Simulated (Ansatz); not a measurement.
Compare A (`O[SiH2]N[SiH2][AlH2]`) with its isomer B (`[NH2][AlH][O][SiH2][SiH3]`).

Calculated with Ansatz (gas phase, PBE0-D4/def2-TZVP geometries, no zero-point term in ΔE). CBS: MP2 limit from def2 TZ/QZ plus the TZ coupled-cluster correction, frozen cores. DFT in def2-TZVPP. B3LYP here is the variant with VWN-RPA as its local correlation; programs differ in this. One conformer a species, not always the lowest.

Problem. Which isomer does CCSD(T)/CBS put lower? Give the gap. (Estimate.)

Solution. Computed: B, by 145.3 kJ/mol.

Problem. Give E(B) − E(A) in kJ/mol with B3LYP-D4, PBE0-D4, B3LYP, HF/def2-TZVPP, ωB97M-V, CCSD/def2-TZVPP, PBE-D4. (Best estimate.)

Solution. The calculation gave: B3LYP-D4 -150.6, PBE0-D4 -140.5, B3LYP -150.7, HF/def2-TZVPP -145.5, ωB97M-V -144.4, CCSD/def2-TZVPP -146.0, PBE-D4 -141.6. None reverses the order clearly.

Largest T1 diagnostic: 0.012.
